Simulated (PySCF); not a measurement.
Two species compared at the same levels of theory.

First species: C6H9OP.
Z-matrix (Å and degrees, GFN2-xTB geometry), rows numbered from 1:
```
C 
C   1  1.3249
P   2  1.8331  1  122.77
C   3  1.8554  2  100.27  1   162.78
C   4  1.4729  3  143.68  2   -88.94
C   4  1.3108  3   68.68  2    93.34
O   6  1.3268  3  144.08  4  -179.99
C   7  1.4147  6  115.36  3     4.54
H   1  1.0789  2  122.35  3  -179.96
H   1  1.0780  2  121.25  3    -0.34
H   2  1.0861  1  121.22  3  -179.85
H   5  1.0890  4  109.80  3  -175.58
H   5  1.0897  4  110.23  3   -55.15
H   5  1.0902  4  110.45  3    63.94
H   8  1.0884  7  106.49  6  -167.97
H   8  1.0945  7  110.58  6    72.82
H   8  1.0947  7  110.93  6   -48.26
```

Second species: C4H9NOSi2.
SMILES: `C=CCO[Si@@H]([SiH3])C#N`

Levels: B3LYP/def2-SVPD for dipole moment, HOMO energy, LUMO energy, HOMO–LUMO gap, static isotropic polarisability and electronic spatial extent ⟨r²⟩ about the centre of nuclear charge; TDDFT B3LYP/def2-SVPD for lowest singlet excitation; TDA B3LYP/def2-SVPD for lowest triplet excitation (Tamm–Dancoff); GFN2-xTB for rotational constant A and rotational constant C. Geometries: GFN2-xTB. All species are isolated and taken at one optimised geometry, non-relativistic unless stated; the electronic structure was computed with PySCF and density fitting.

Dipoles, sizes and rotational constants follow the conformer. The torsions of the flexible species, by atom-mapped SMILES:
- `[CH2:1]=[CH:2][P:3]1[C:4]([CH3:5])=[C:6]1[O:7][CH3:8]`: C1–C2–P3–C4 163°, C4–C6–O7–C8 -175°
- `[CH2:1]=[CH:2][CH2:3][O:4][Si@@H:5]([SiH3:6])[C:7]#[N:8]`: C1–C2–C3–O4 -132°, C2–C3–O4–Si5 176°, C3–O4–Si5–Si6 -174°

| property | column X | column Y |
| --- | --- | --- |
| dipole moment | 3.49 D | 1.04 D |
| HOMO energy | -7.78 eV | -5.93 eV |
| LUMO energy | -1.41 eV | -0.64 eV |
| HOMO–LUMO gap | 6.37 eV | 5.29 eV |
| lowest singlet excitation | 5.74 eV | 4.28 eV |
| lowest triplet excitation (Tamm–Dancoff) | 4.53 eV | 3.81 eV |
| static isotropic polarisability | 110.7 au | 104.9 au |
| electronic spatial extent ⟨r²⟩ about the centre of nuclear charge | 1935 bohr² | 1341 bohr² |
| rotational constant A | 1.750 GHz | 1.894 GHz |
| rotational constant C | 0.594 GHz | 0.922 GHz |

Problem. Which column belongs to which species?

Solution. Column X is the second species and column Y the first. The first has 17 atoms and 68 electrons, the second 17 and 76.

Problem. How does each property change from the first species to the second?

Solution. dipole moment +2.45 D; HOMO energy -1.85 eV; LUMO energy -0.77 eV; HOMO–LUMO gap +1.08 eV; lowest singlet excitation +1.46 eV; lowest triplet excitation (Tamm–Dancoff) +0.72 eV; static isotropic polarisability +5.8 au; electronic spatial extent ⟨r²⟩ about the centre of nuclear charge +594 bohr²; rotational constant A -0.144 GHz; rotational constant C -0.328 GHz.

On the first: No computed singlet falls in the visible range (750 to 380 nm, 1.65 to 3.26 eV); S1 lies 1.02 eV above its blue end. The principal polarisabilities are 81.1, 106.2 and 127.5 au; their mean is the isotropic value.

On the second: No computed singlet falls in the visible range (750 to 380 nm, 1.65 to 3.26 eV); S1 lies 2.48 eV above its blue end. The vertical singlet–triplet gap S1 − T1 is 1.21 eV (TDDFT singlet less Tamm–Dancoff triplet).
